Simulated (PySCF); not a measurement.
Gas-phase reaction: 4 GeH₂F₂ → 2 GeH₃F + H₂ + 2 GeF₃

Computed with PySCF and rigid-rotor harmonic-oscillator thermochemistry at 1 bar. † marks an energy on the PBE0/def2-TZVP geometry and frequencies; other levels use their own. MP2 and CCSD(T) freeze the core. 6-31G* has spherical d functions here. Open shells (unrestricted): GeF₃ (multiplicity 2); the rest are closed-shell singlets. B3LYP is the form with VWN-RPA correlation. Ge: all electrons, no relativistic terms. GeH₂F₂, GeF₃: computed as isolated molecules; such fragments, hydroxides, amides, oligomers or adducts are transient or little studied in the gas. MP2 isn't extrapolated to the basis-set limit. CCSD(T) isn't extrapolated to the basis-set limit.

```tsv
level	ΔH°(298 K), kJ
B3LYP/6-31G*	261
CCSD(T)/def2-TZVPP†	310
HF/6-31G*	(withheld)
HF/def2-TZVP†	(withheld)
M06-2X/def2-TZVP†	287
MP2/def2-SVP†	313
PBE/def2-SVP	(withheld)
PBE0/def2-QZVP†	(withheld)
PBE0/def2-SVP†	302
r2SCAN/def2-TZVP†	268
ωB97M-V/def2-TZVP†	289
```

Problem. Fill in the missing entries.

Solution. 
- HF/6-31G*, ΔH°(298 K), kJ: 263
- HF/def2-TZVP†, ΔH°(298 K), kJ: 262
- PBE/def2-SVP, ΔH°(298 K), kJ: 271
- PBE0/def2-QZVP†, ΔH°(298 K), kJ: 283
